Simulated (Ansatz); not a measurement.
`[F][Al]([F])[I]` + `N=C=O` → `O=C=[N][Al]([F])[F]` + HI at 700 K and 1 bar (ligand exchange at the Al–I bond).

Calculated with Ansatz (gas phase, PBE0-D4/def2-TZVP geometries, no zero-point term in ΔE). CCSD(T)/CBS adds triple-zeta CCSD(T) − MP2 to the extrapolated MP2 energy (def2 sets, frozen cores). This one scheme is used for every species. Elements past krypton have def2 core potentials. For I outer-core shells are correlated without core-valence functions, which leaves a few kJ/mol of doubt a bond. One conformer a species, not always the lowest.

```json
{"species": "`[F][Al]([F])[I]`", "CCSD(T)/CBS energy (Eh)": "-739.25894", "H − E (kJ/mol)": "61.7", "S (J/(mol·K))": "382.1"}
{"species": "`N=C=O`", "CCSD(T)/CBS energy (Eh)": "-168.51995", "H − E (kJ/mol)": "89.3", "S (J/(mol·K))": "283.6"}
{"species": "`O=C=[N][Al]([F])[F]`", "CCSD(T)/CBS energy (Eh)": "-609.73954", "H − E (kJ/mol)": "111.9", "S (J/(mol·K))": "434.2"}
{"species": "HI", "CCSD(T)/CBS energy (Eh)": "-298.03592", "H − E (kJ/mol)": "34.6", "S (J/(mol·K))": "231.7"}
```

H − E and S are ideal-gas, rigid-rotor, harmonic terms from PBE0-D4/def2-TZVP, for one conformer and one mirror image of each species. 1 Eh = 2625.50 kJ/mol, R = 8.31446 J/(mol·K).

**Question.** By hand: ΔE, ΔH, ΔS and ΔG.

**Answer.** ΔE = (-609.73954) + (-298.03592) − (-739.25894) − (-168.51995) = 0.00343 Eh = 9.0 kJ/mol. Δ(H − E) = 111.9 + 34.6 − 61.7 − 89.3 = -4.5, so ΔH = 4.5 kJ/mol. ΔS = 434.2 + 231.7 − 382.1 − 283.6 = 0.2 J/(mol·K). ΔG = 4.5 − 700 × (0.2)/1000 = 4.4 kJ/mol.

**Question.** By hand: the equilibrium constant, and the temperature at which ΔG would vanish if ΔH and ΔS stayed fixed.

**Answer.** log₁₀ K = −ΔG/(RT ln 10) = -0.3. ΔG = 0 at ΔH/ΔS = 22500 K, far beyond where these terms or the molecules hold.

The number of gas molecules stays the same, so ΔS is small and ΔH decides. The sign of ΔG lies within the doubt. A doubt of 5 kJ/mol in ΔE shifts log₁₀ K by 0.4 here. Other conformers and mirror images would add mixing entropy, several J/(mol·K) or more a flexible species. Modes under 60 cm⁻¹, often nearly free rotors, make the harmonic entropy too high. These are equilibria of isolated gas molecules and say nothing of rates. Largest T1 diagnostic: 0.018 (customary marks: 0.02 for closed shells, 0.045 for open ones).
